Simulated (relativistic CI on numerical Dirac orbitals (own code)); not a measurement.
## Electric-dipole transitions in Sb LI

Calculated at this level of theory: Dirac equation for one electron, model QED (radiative potential, 1s self-energy scaled to tabulated hydrogen-like ionisation energies) (own radial code, finite nucleus).

Configurations in the expansion: 1s, 2s, 2p, 3s, 3p, 3d, 4s, 4p, 4d, 4f, 5s, 5p, 5d, 5f, 5g, 6s, 6p, 6d. Levels of other configurations are missing.

```
λ vac (nm)            Lower            Upper   A (s⁻¹)        gf  Branching (%)
   0.04469    1s 2S_1/2 [1]   2p 2P°_3/2 [4]  4.10e+15  4.91e-01           99.9
   0.04524    1s 2S_1/2 [1]   2p 2P°_1/2 [2]  4.31e+15  2.64e-01          100.0
   0.16528   2p 2P°_3/2 [4]   5d 2D_5/2 [22]  6.38e+13  1.57e-01           63.6
   0.17651   2p 2P°_1/2 [2]   4d 2D_3/2 [12]  1.28e+14  2.39e-01           62.8
   0.18502   2p 2P°_3/2 [4]   4d 2D_5/2 [15]  1.40e+14  4.30e-01           72.5
   0.23473   2p 2P°_1/2 [2]    3d 2D_3/2 [7]  3.86e+14  1.28e+00           82.3
   0.23498    2s 2S_1/2 [3]   3p 2P°_3/2 [8]  1.45e+14  4.81e-01           11.5
   0.23951    2s 2S_1/2 [3]   3p 2P°_1/2 [5]  1.68e+14  2.89e-01           13.2
   0.24911   2p 2P°_3/2 [4]    3d 2D_5/2 [9]  4.35e+14  2.43e+00           97.7
   0.25068   2p 2P°_3/2 [4]    3d 2D_3/2 [7]  7.22e+13  2.72e-01           15.4
   0.41462   3p 2P°_3/2 [8]   6d 2D_5/2 [30]  1.28e+13  1.99e-01           21.9
   0.46814   3p 2P°_1/2 [5]   5d 2D_3/2 [19]  1.98e+13  2.61e-01           18.7
   0.48516    3d 2D_3/2 [7]  5f 2F°_5/2 [21]  2.95e+13  6.25e-01           59.2
   0.48520   3p 2P°_3/2 [8]   5d 2D_5/2 [22]  2.31e+13  4.90e-01           23.1
   0.49049    3d 2D_5/2 [9]  5f 2F°_7/2 [24]  3.08e+13  8.88e-01           62.8
   0.67318   3p 2P°_1/2 [5]   4d 2D_3/2 [12]  3.94e+13  1.07e+00           19.4
   0.67378    3s 2S_1/2 [6]  4p 2P°_3/2 [13]  1.90e+13  5.18e-01            3.5
   0.68952    3s 2S_1/2 [6]  4p 2P°_1/2 [10]  2.26e+13  3.23e-01            4.2
   0.70636    3d 2D_3/2 [7]  4f 2F°_5/2 [14]  8.85e+13  3.97e+00           92.3
   0.70644   3p 2P°_3/2 [8]   4d 2D_5/2 [15]  4.75e+13  2.13e+00           24.7
   0.71177   3p 2P°_3/2 [8]   4d 2D_3/2 [12]  8.10e+12  2.46e-01            4.0
   0.71640    3d 2D_5/2 [9]  4f 2F°_7/2 [16]  9.31e+13  5.73e+00           98.8
   0.71909    3d 2D_5/2 [9]  4f 2F°_5/2 [14]  6.17e+12  2.87e-01            6.4
   0.96381  4p 2P°_1/2 [10]   6d 2D_3/2 [28]  4.84e+12  2.69e-01            7.8
   0.99323  4p 2P°_3/2 [13]   6d 2D_5/2 [30]  5.84e+12  5.19e-01            9.9
    1.4611  4p 2P°_1/2 [10]   5d 2D_3/2 [19]  7.96e+12  1.02e+00            7.5
    1.4623   4s 2S_1/2 [11]  5p 2P°_3/2 [20]  4.45e+12  5.71e-01            1.6
    1.5002   4s 2S_1/2 [11]  5p 2P°_1/2 [17]  5.37e+12  3.62e-01            1.9
    1.5243   4d 2D_3/2 [12]  5f 2F°_5/2 [21]  1.64e+13  3.43e+00           32.9
    1.5245  4p 2P°_3/2 [13]   5d 2D_5/2 [22]  9.95e+12  2.08e+00            9.9
    1.5429  4f 2F°_5/2 [14]   5g 2G_7/2 [23]  2.80e+13  7.99e+00           95.7
    1.5430   4d 2D_5/2 [15]  5f 2F°_7/2 [24]  1.75e+13  5.00e+00           35.7
    1.5516  4f 2F°_7/2 [16]   5g 2G_9/2 [25]  2.88e+13  1.04e+01           99.2
    1.5555  4f 2F°_7/2 [16]   5g 2G_7/2 [23]  1.02e+12  2.97e-01            3.5
    1.5783  4p 2P°_3/2 [13]   5s 2S_1/2 [18]  3.90e+12  2.91e-01           16.0
    2.6999  5p 2P°_1/2 [17]   6d 2D_3/2 [28]  2.34e+12  1.02e+00            3.7
    2.7019   5s 2S_1/2 [18]  6p 2P°_3/2 [29]  1.44e+12  6.30e-01            0.9
    2.7768   5s 2S_1/2 [18]  6p 2P°_1/2 [26]  1.75e+12  4.05e-01            1.1
    2.8071  5p 2P°_3/2 [20]   6d 2D_5/2 [30]  2.99e+12  2.12e+00            5.1
    2.9127  5p 2P°_3/2 [20]   6s 2S_1/2 [27]  1.60e+12  4.06e-01           10.1
    12.638    3s 2S_1/2 [6]   3p 2P°_3/2 [8]  2.00e+10  1.92e-01            0.0
    29.588  4p 2P°_1/2 [10]   4d 2D_3/2 [12]  4.25e+09  2.23e-01            0.0
    30.048   4s 2S_1/2 [11]  4p 2P°_3/2 [13]  5.00e+09  2.71e-01            0.0
    57.980  5p 2P°_1/2 [17]   5d 2D_3/2 [19]  1.55e+09  3.12e-01            0.0
    58.881   5s 2S_1/2 [18]  5p 2P°_3/2 [20]  1.67e+09  3.47e-01            0.0
```

Terms are leading LS components. Brackets give the number of a level in order of energy, since labels repeat. The list gives strong lines, with weight on those to low levels, without lines whose two gauges differ by over a factor of 2.5. Levels whose partners in the same complex of configurations lie outside the list can be far off, and so can their lines. Rates are taken at the computed energies, electric ones in the length gauge.
